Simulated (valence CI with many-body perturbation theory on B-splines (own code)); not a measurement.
**Zn23+: key properties**

Method: valence CI with perturbative core correlation (CI+MBPT): five valence electrons over a frozen Dirac-Fock core [He], a basis of 11 s, 11 p, 10 d, 8 f, 5 g, 2 h functions for each j, with the one-electron correlation potential Σ1 (screened to all orders), the two-electron term Σ2, the three-electron term Σ3, Breit, model QED; selected single and double excitations, second order for the rest, scaled by the run's own slope (own B-spline code, finite nucleus).

No measured levels were compared; by estimate levels of excited configurations hold to 0.05 to 0.15 % of their energy, terms of the ground configuration to about 0.5 %. Among the levels kept, up to 5500 cm⁻¹ of a level comes from second order outside the variational space, and about a tenth of that is noise between levels of different J, which matters for small intervals.

Names give the largest LS component (configuration and term), which can be under half, so a name can repeat, a term be missing and a line seem to break the LS rules; names also repeat where a configuration has a term twice.

Rates and lifetimes use the calculated energies. Strong lines usually hold to 10 to 20 %, long lifetimes can be off by a factor of two.

Problem. What is the ground level?

Solution. 2s²2p³ ⁴S°_3/2, composition 71 % 2s²2p³ ⁴S° + 21 % 2s²2p³ ²P° + 8 % 2s²2p³ ²D°, g = 1.763.

Problem. Name the longest-lived excited levels whose lifetime is computed, and their main decay.

Solution. 2s²2p³ ²D°_5/2 at 31.5 eV lives 63.6 μs, mostly by M1 to 2s²2p³ ⁴S°_3/2; 2s²2p³ ²D°_3/2 at 23.3 eV lives 10.2 μs, mostly by M1 to 2s²2p³ ⁴S°_3/2; 2s²2p³ ²P°_1/2 at 44.3 eV lives 5.45 μs, mostly by M1 to 2s²2p³ ⁴S°_3/2.

Problem. How well does LS coupling describe the low levels?

Solution. Among the lowest 20 levels the leading LS term, summed over configurations, holds 81 % on average. For single configurations the figures are 81 % in LS and 82 % in jj coupling. Terms mix most in the J = 3/2 level at 1270.5 eV, where the leading one holds 54 %.

Problem. What is the ionisation energy?

Solution. 2213.1 eV; NIST lists 2214 ± 8 eV (semi-empirical).

Problem. Among levels below 1513.2 eV, which E1 lines absorb most strongly from the ground level?

Solution. to 2s²2p²3d ⁴P_3/2 at 0.9193 nm, f = 0.455; to 2s²2p²3d ⁴D_5/2 at 0.9205 nm, f = 0.387; to 2s²2p²3d ⁴P_1/2 at 0.9185 nm, f = 0.236.
